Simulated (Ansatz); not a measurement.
Potential energy curve for CB (cation, charge +1), lowest triplet found (which spin is the ground state isn't settled by this scan).

- UKS-PBE = unrestricted PBE/aug-cc-pVDZ (Ansatz, a program for electronic structure)
- FCI = full CI/aug-cc-pVDZ, frozen core (Ansatz)

Energies relative to the lowest point of each curve between 1.25 and 1.71 Å, where full CI is lowest, in mEh; the last columns give the error against full CI:

```json
[
 {"R / Å": "1.16", "UKS-PBE": "125.2", "FCI": "140.4", "UKS-PBE − FCI": "-15.2"},
 {"R / Å": "1.25", "UKS-PBE": "56.7", "FCI": "66.1", "UKS-PBE − FCI": "-9.5"},
 {"R / Å": "1.32", "UKS-PBE": "25.5", "FCI": "31.9", "UKS-PBE − FCI": "-6.4"},
 {"R / Å": "1.39", "UKS-PBE": "8.3", "FCI": "12.2", "UKS-PBE − FCI": "-3.9"},
 {"R / Å": "1.47", "UKS-PBE": "0.3", "FCI": "1.9", "UKS-PBE − FCI": "-1.5"},
 {"R / Å": "1.53", "UKS-PBE": "0.0", "FCI": "0.0", "UKS-PBE − FCI": "0.0"},
 {"R / Å": "1.58", "UKS-PBE": "2.2", "FCI": "1.1", "UKS-PBE − FCI": "1.1"},
 {"R / Å": "1.62", "UKS-PBE": "5.2", "FCI": "3.2", "UKS-PBE − FCI": "1.9"},
 {"R / Å": "1.67", "UKS-PBE": "9.9", "FCI": "7.0", "UKS-PBE − FCI": "2.9"},
 {"R / Å": "1.71", "UKS-PBE": "14.2", "FCI": "10.6", "UKS-PBE − FCI": "3.6"}
]
```

UKS-PBE is furthest from FCI at 1.16 (-15.2 mEh, below); its mean absolute error over the points is 4.6 mEh.

The scan ran from 1.16 to 5.49 Å; beyond the distances shown full CI changes its symmetry label. The unrestricted determinant behind UKS-PBE is spin-contaminated at 1.16 to 1.71 Å (<S²> up to 2.8, against 2.00 for a pure triplet). Also computed but left out beside FCI, since their determinant holds another spin at the minimum (<S²> over 0.7 above the pure value): UHF, UMP2, UCCSD, UCCSD(T), UKS-PBE0, UMP2/6-31G*.
